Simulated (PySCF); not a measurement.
Delta-SCF ions had no search for a lower state. Excitations are Tamm–Dancoff values on a coarser integration grid. The basis has no diffuse functions, so Rydberg states are missing or too high.

## AlI3, SMILES `[I][Al]([I])[I]` (charge 0, multiplicity 1)

The numbers are results of PBE-D3(BJ)/def2-TZVP // PBE0-D3(BJ)/def2-TZVP (PySCF 2.14.0), not measurements.

| Property | Value |
|---|---|
| HOMO | -6.61 eV |
| dipole moment | 0.00 D |
| HOMO–LUMO gap | 3.95 eV |
| LUMO | -2.66 eV |
| S1 excitation (TDA) | 4.07 eV |
| S1 oscillator strength | 0.000 |
| T1 excitation (TDA) | 3.84 eV |
| S1–T1 gap (TDA) | 0.24 eV |
| vertical ionisation energy (Delta-SCF) | 8.94 eV |
| total energy | -1135.5825 Ha |
| cost | around 90 core-seconds (rough) |

```xyz
4

I     -1.2605    -2.1013     0.0000
Al     0.0000     0.0000     0.0000
I     -1.1895     2.1422    -0.0002
I      2.4500    -0.0409     0.0001
```
Charge 0, spin multiplicity 1.
